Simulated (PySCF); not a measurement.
ZnH from Hartree–Fock to correlated methods

State: ²Σ⁺ (doublet), unpaired electrons σ ↑. Set-up: basis Zn aug-pcseg-1, H aug-pcseg-1; no relativity; PySCF 2.14. De refers to Zn + H in their ground configurations, without counterpoise correction. The functionals are run spin-unrestricted. A positive dipole means Zn(−)H(+).

| Level | Re (Å) | ωe (cm⁻¹) | De (eV) | μ (D) |
| --- | --- | --- | --- | --- |
| UHF | 1.630 | 1657 | 0.92 | -0.77 |
| UHF-MP2 | 1.579 | 1815 | 1.09 | n/a |
| UHF-SCS-MP2 | 1.588 | 1787 | 1.06 | n/a |
| PBE | 1.632 | 1495 | 0.99 | -0.46 |
| BLYP | 1.651 | 1413 | 0.92 | -0.52 |
| r²SCAN | 1.609 | 1580 | 1.25 | -0.52 |
| PBE0 | 1.619 | 1579 | 1.07 | -0.55 |
| r²SCAN0 | 1.609 | 1607 | 1.26 | -0.59 |
| BHandHLYP | 1.623 | 1583 | 1.08 | -0.68 |

(1) What does a quarter of exact exchange do here, going from PBE to PBE0?

(2) What does the step from GGA to meta-GGA do here, going from PBE to r²SCAN?

(3) What does a quarter of exact exchange do here, going from r²SCAN to r²SCAN0?

Correlated steps freeze 5 core orbitals. Correlated levels converge slowly with the basis: in double zeta they bind strong bonds too weakly, by up to about 1 eV, and carry superposition errors of some tenths. The state is the lowest determinant that a PBE0 search found; another state may lie lower at other levels.

Results:

(1) PBE0 less PBE: -1.3 pm in Re, +5.6 % in ωe, +0.08 eV in De. Exact exchange removes part of the self-interaction that spreads semilocal densities, and in most molecules shortens and stiffens the bond and lowers De; here De goes the other way.

(2) r²SCAN less PBE: -2.3 pm in Re, +5.7 % in ωe, +0.26 eV in De. 

(3) r²SCAN0 less r²SCAN: +0.0 pm in Re, +1.7 % in ωe, +0.01 eV in De. Exact exchange removes part of the self-interaction that spreads semilocal densities, and in most molecules shortens and stiffens the bond and lowers De; so it does here.
